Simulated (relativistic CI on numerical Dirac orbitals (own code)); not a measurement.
**Electric-dipole transitions in Dy XXVIII**

Method of calculation: Dirac-Coulomb-Breit CI, KLI orbitals optimised for each configuration, model QED, unscaled Slater integrals (own radial code, finite nucleus).

CI space (outside the closed core [Ar] 3d10): 4s2 4p6 4d3, 4s2 4p5 4d4, 4s2 4p6 4d2 4f, 4s 4p6 4d4, 4s2 4p5 4d3 4f, 4s 4p6 4d3 4f, 4s2 4p6 4d2 5s, 4s2 4p6 4d 4f 5s, 4s2 4p6 4d2 5p, 4s2 4p6 4d2 5d, 4s2 4p5 4d3 5s, 4s2 4p6 4d2 5f, 4s2 4p6 4d 5s 5p, 4s2 4p5 4d3 5p, 4p6 4d4 4f, 4s2 4p6 4d2 5g, 4s 4p6 4d2 4f 5s, 4s2 4p6 4d2 6s, 4s 4p6 4d3 5s, 4s2 4p6 4d2 6p, 4s2 4p6 4d2 6f, 4s2 4p6 4d2 7p, 4s2 4p6 4d 4f2, 4s2 4p6 4f3, 4s2 4p5 4d 4f3, 4s 4p6 4d 4f3, 4s2 4p6 4f2 5s, 4s2 4p6 4d 5s2, 4s2 4p6 4f 5s2, 4s2 4p5 4d 4f 5s2, 4s 4p6 4d 4f 5s2, 4s2 4p6 4d 5p2, 4s2 4p6 4f 5p2, 4s2 4p5 4d 4f 5p2, 4s 4p6 4d 4f 5p2, 4s2 4p6 5s 5p2. Double excitations out of closed p, d and f shells are left out; levels of such configurations are missing from the list, as are those of other unlisted configurations, and high levels can miss mixing partners. These lack a partner that the ground configuration has and come out too high: 4s2 4p6 4d2 5p, 4s2 4p6 4d2 5d, 4s2 4p5 4d3 5s, 4s2 4p6 4d2 5f, 4s2 4p5 4d3 5p.

```tsv
λ vac (Å)	Lower	Upper	A (s⁻¹)	log gf	S velocity/length
58.624	4s2 4p6 4d3 2G_9/2 [5]	4s2 4p5 4d4 2G°_7/2 [255]	7.60e+11	0.50	0.79
59.159	4s2 4p6 4d3 4F_9/2 [9]	4s2 4p5 4d4 2H°_11/2 [264]	5.98e+11	0.58	0.78
59.371	4s2 4p6 4d3 4F_9/2 [9]	4s2 4p5 4d4 4D°_7/2 [262]	9.53e+11	0.61	0.77
60.060	4s2 4p6 4d3 4P_5/2 [7]	4s2 4p5 4d4 2D°_5/2 [256]	8.64e+11	0.45	0.71
60.089	4s2 4p6 4d3 2F_7/2 [15]	4s2 4p5 4d4 2D°_5/2 [269]	1.48e+12	0.68	0.75
60.123	4s2 4p6 4d3 2H_11/2 [12]	4s2 4p5 4d4 2H°_11/2 [264]	2.24e+12	1.16	0.74
60.150	4s2 4p6 4d3 4F_3/2 [1]	4s2 4p5 4d4 4D°_1/2 [222]	1.54e+12	0.22	0.75
60.164	4s2 4p6 4d3 2F_7/2 [15]	4s2 4p5 4d4 2F°_7/2 [268]	1.80e+12	0.89	0.77
60.206	4s2 4p6 4d3 2F_5/2 [14]	4s2 4p5 4d4 2F°_5/2 [265]	1.31e+12	0.63	0.75
60.251	4s2 4p6 4d3 2H_11/2 [12]	4s2 4p5 4d4 2G°_9/2 [263]	1.09e+12	0.77	0.82
60.321	4s2 4p6 4d3 4P_5/2 [7]	4s2 4p5 4d4 2G°_7/2 [255]	1.03e+12	0.65	0.75
60.589	4s2 4p6 4d3 2D_5/2 [13]	4s2 4p5 4d4 4D°_7/2 [262]	1.28e+12	0.75	0.76
60.718	4s2 4p6 4d3 2P_3/2 [17]	4s2 4p5 4d4 2P°_3/2 [274]	2.33e+12	0.71	0.76
60.865	4s2 4p6 4d3 2G_9/2 [16]	4s2 4p5 4d4 2H°_11/2 [272]	2.27e+12	1.18	0.80
60.972	4s2 4p6 4d3 2G_9/2 [16]	4s2 4p5 4d4 2F°_7/2 [271]	1.97e+12	0.94	0.81
61.042	4s2 4p6 4d3 2G_9/2 [16]	4s2 4p5 4d4 2G°_9/2 [270]	2.28e+12	1.11	0.77
61.106	4s2 4p6 4d3 2D_5/2 [19]	4s2 4p5 4d4 2D°_5/2 [279]	2.36e+12	0.90	0.75
61.161	4s2 4p6 4d3 2D_5/2 [19]	4s2 4p5 4d4 2F°_7/2 [278]	2.27e+12	1.01	0.78
61.215	4s2 4p6 4d3 4F_5/2 [2]	4s2 4p5 4d4 4F°_7/2 [228]	4.85e+11	0.34	0.82
61.465	4s2 4p6 4d3 2D_3/2 [18]	4s2 4p5 4d4 2F°_5/2 [275]	1.70e+12	0.76	0.78
61.519	4s2 4p6 4d3 4F_5/2 [2]	4s2 4p5 4d4 4D°_3/2 [227]	1.09e+12	0.39	0.79
61.922	4s2 4p6 4d3 2G_9/2 [5]	4s2 4p5 4d4 2H°_9/2 [232]	1.85e+12	1.03	0.77
62.114	4s2 4p6 4d3 2G_7/2 [8]	4s2 4p5 4d4 2H°_9/2 [246]	5.36e+11	0.49	0.83
62.116	4s2 4p6 4d3 4F_7/2 [4]	4s2 4p5 4d4 4F°_7/2 [228]	1.22e+12	0.75	0.81
62.392	4s2 4p6 4d3 4P_3/2 [3]	4s2 4p5 4d4 4F°_5/2 [226]	6.74e+11	0.37	0.76
62.434	4s2 4p6 4d3 4F_9/2 [9]	4s2 4p5 4d4 2H°_9/2 [246]	6.31e+11	0.57	0.79
62.521	4s2 4p6 4d3 4F_7/2 [4]	4s2 4p5 4d4 4F°_5/2 [226]	8.02e+11	0.45	0.79
63.023	4s2 4p6 4d3 2G_7/2 [8]	4s2 4p5 4d4 2F°_5/2 [238]	9.90e+11	0.55	0.83
63.172	4s2 4p6 4d3 4F_9/2 [9]	4s2 4p6 4d2 4f 2I°_11/2 [239]	1.59e+12	1.06	0.85
63.196	4s2 4p6 4d3 2G_7/2 [8]	4s2 4p5 4d4 2G°_7/2 [235]	1.13e+12	0.74	0.80
63.429	4s2 4p6 4d3 2H_11/2 [12]	4s2 4p6 4d2 4f 2I°_13/2 [248]	2.04e+12	1.24	0.87
63.543	4s2 4p6 4d3 2G_7/2 [8]	4s2 4p5 4d4 2H°_9/2 [233]	1.09e+12	0.82	0.83
63.707	4s2 4p6 4d3 2F_5/2 [14]	4s2 4p6 4d2 4f 2G°_7/2 [249]	1.12e+12	0.74	0.86
63.877	4s2 4p6 4d3 4F_9/2 [9]	4s2 4p5 4d4 2H°_9/2 [233]	8.43e+11	0.71	0.78
64.273	4s2 4p6 4d3 4F_7/2 [4]	4s2 4p6 4d2 4f 2H°_9/2 [213]	1.61e+12	1.00	0.85
64.317	4s2 4p6 4d3 4F_5/2 [2]	4s2 4p6 4d2 4f 4G°_7/2 [204]	1.26e+12	0.79	0.84
64.350	4s2 4p6 4d3 2G_9/2 [5]	4s2 4p6 4d2 4f 2H°_11/2 [215]	2.02e+12	1.18	0.88
64.359	4s2 4p6 4d3 4F_3/2 [1]	4s2 4p6 4d2 4f 2F°_5/2 [191]	1.66e+12	0.79	0.83
64.511	4s2 4p6 4d3 2G_9/2 [5]	4s2 4p6 4d2 4f 2H°_9/2 [213]	4.76e+11	0.47	0.78
64.535	4s2 4p6 4d3 2F_7/2 [15]	4s2 4p5 4d4 2H°_9/2 [246]	8.08e+11	0.70	0.82
64.700	4s2 4p6 4d3 4F_5/2 [2]	4s2 4p6 4d2 4f 2D°_5/2 [203]	1.13e+12	0.63	0.83
64.808	4s2 4p6 4d3 4F_3/2 [1]	4s2 4p6 4d2 4f 2D°_3/2 [186]	7.35e+11	0.27	0.86
65.129	4s2 4p6 4d3 4P_3/2 [3]	4s2 4p6 4d2 4f 4D°_3/2 [205]	1.26e+12	0.50	0.85
65.312	4s2 4p6 4d3 4F_7/2 [4]	4s2 4p6 4d2 4f 4G°_7/2 [204]	6.05e+11	0.49	0.80
65.576	4s2 4p6 4d3 4F_3/2 [1]	4s2 4p6 4d2 4f 2P°_3/2 [180]	7.06e+11	0.26	0.83
```

Terms are leading LS components. Brackets give the number of a level in order of energy, since labels repeat. The list gives strong lines, with weight on those to low levels, among the lowest 400 of 9541 levels, so that lines to higher ones, which can be the strongest, are missing. Levels whose partners in the same complex of configurations lie outside the list can be far off, and so can their lines. Rates are taken at the computed energies, electric ones in the length gauge. A velocity-to-length ratio far from 1 marks an uncertain rate.

At this charge energies of transitions that change n are usually good to better than 1 %, and those within a shell (Δn = 0) to a few per cent. Terms inside the open d or f shell come out 10 to 20 % too wide with unscaled integrals.

LS names give the leading component of a level, which can be under half, so a name can repeat, a term be missing and a line seem to break the LS rules.
